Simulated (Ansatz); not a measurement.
Frontier orbitals of CH₆BNO (`CNBO`).

The species carries charge 0 and has multiplicity 1. The structure was optimised at the PBE0-D4/def2-TZVP level. It is one conformer, not always the lowest. Basis def2-TZVPP, Ansatz.

```
             functional  HOMO (eV)  LUMO (eV)  gap (eV)
                    PBE      -5.74       0.41      6.15
                 revPBE      -5.68       0.45      6.13
                   BLYP      -5.62       0.34      5.96
                   PBE0      -7.11       1.26      8.37
                r2SCANh      -6.51       1.13      7.64
HSE06 (plane-wave form)      -6.70       0.90      7.60
              CAM-B3LYP      -8.52       1.95     10.47
                ωB97M-V      -9.45       2.54     11.99
```

From PBE to PBE0 the HOMO moves by −1.37 eV and the LUMO by +0.85 eV, and with ωB97M-V by −3.71 and +2.13 eV, so the gap grows from 6.15 to 11.99 eV with exact exchange. A positive LUMO is unbound and depends on the basis.
